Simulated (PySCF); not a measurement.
Be₂H₂, SMILES [BeH][BeH].

The structure is a stationary point at PBE0-D3(BJ)/def2-TZVPD.

Calculation: PBE0-D3(BJ)/def2-TZVPD in PySCF 2.14.0.

Harmonic, unscaled wavenumbers; measured fundamentals usually lie a few per cent lower.

Modes within 1.5 cm⁻¹ of each other (mostly degenerate sets) share a row, with their intensities summed.

| mode | ν (cm⁻¹) | IR (km/mol) | moving atoms (share of kinetic energy) |
|---|---|---|---|
| 1–2 | 406 | 323.8 | H 90 %, Be 10 % |
| 3–4 | 573 | 0.0 | H 63 %, Be 37 % |
| 5 | 634 | 0.0 | Be 88 %, H 12 % |
| 6 | 2069 | 424.6 | H 90 %, Be 10 % |
| 7 | 2094 | 0.0 | H 88 %, Be 12 % |
